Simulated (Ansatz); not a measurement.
```yaml
crystal:
  periodic: [false, false, false]
  atoms:
    - {symbol: C, position_ang: [-1.859365, -0.292682, 0.499746]}
    - {symbol: In, position_ang: [-0.207802, 0.405154, -0.511023]}
    - {symbol: S, position_ang: [2.158846, -0.662690, 0.683857]}
    - {symbol: Cl, position_ang: [0.502647, -0.365161, -2.676917]}
    - {symbol: Cl, position_ang: [0.748284, 2.628752, -0.142469]}
    - {symbol: H, position_ang: [-1.908842, -1.388803, 0.472235]}
    - {symbol: H, position_ang: [-1.870545, -0.089446, 1.563921]}
    - {symbol: H, position_ang: [-2.760288, 0.176667, 0.071564]}
    - {symbol: H, position_ang: [2.669252, 0.511293, 0.647219]}
    - {symbol: H, position_ang: [2.583390, -0.940807, -0.615543]}
basis:
  gaussian: {orbitals: def2-mTZVPP, final_grid: {core_spheres: 8, valence_spheres: 7, degree: 23}}
total_charge: 3
magnetization: {spin_polarized: true, initial_magnetization: 1}
hamiltonian: {xc: {name: CAM-B3LYP}, pseudopotentials: {relativity: none}}
```

```sh
$ ansatz run in.yaml --threads 8 --pin off --events-out ev --progress --plain --max-ram 18278MiB
```

Output, abridged:

```
Functional definition: CAM-B3LYP
  name "CAM-B3LYP"
  cite "Yanai, Tew & Handy, Chem. Phys. Lett. 393, 51 (2004) doi:10.1016/j.cplett.2004.06.011"
  cite "Iikura, Tsuneda, Yanai & Hirao, J. Chem. Phys. 115, 3540 (2001) doi:10.1063/1.1383587"
  cite "Becke, Phys. Rev. A 38, 3098 (1988) doi:10.1103/PhysRevA.38.3098"
  cite "Lee, Yang & Parr, Phys. Rev. B 37, 785 (1988) doi:10.1103/PhysRevB.37.785"
  cite "Vosko, Wilk & Nusair, Can. J. Phys. 58, 1200 (1980) doi:10.1139/p80-159"
  parameter alpha = 0.19
  parameter beta = 0.46
  parameter omega = 0.33/bohr
  parameter ac = 0.81
  # Exact exchange under (alpha + beta erf(omega r))/r, Becke's under what is left of 1/r.
  exchange = (1 - alpha - beta)*b88_x + beta*b88_x_sr(omega) + alpha*exact_x + beta*exact_x_lr(omega)
  correlation = (1 - ac)*vwn5_c + ac*lyp_c
1579 factors; integrals over basis functions are off by at most 1.2e-3 eV
480 factors; integrals over basis functions are off by at most 1.2e-5 eV
mean field evaluation 1: about -42113.0795 eV, gradient 5.4e1 eV
mean field evaluation 2: about -41965.4550 eV, gradient 1.1e2 eV
mean field evaluation 4: about -42129.1165 eV, gradient 1.1e1 eV
mean field evaluation 8: about -42130.4356 eV, gradient 2.8e0 eV
mean field evaluation 16: about -42131.2266 eV, gradient 6.5e0 eV
mean field evaluation 32: about -42132.0432 eV, gradient 5.2e-4 eV
mean field -42132.06965860 eV, -1548.3250018109 hartree, gradient 2.0e-6 eV, S^2 1.778066; 10 other end points of the search recorded, 0 dependent functions left out
reference -42132.06978805 eV, -1548.3250065681 hartree; 40, 39 occupied and 121, 122 virtual orbitals, 1579 factors
Total energy: -42132.06978805 eV, -1548.3250065681 hartree
```

Problem. What is wrong with this run?

Solution. The charge is far from anything that the molecule holds. The calculation finished and met its thresholds. The result belongs to that input, not to the molecule as meant.
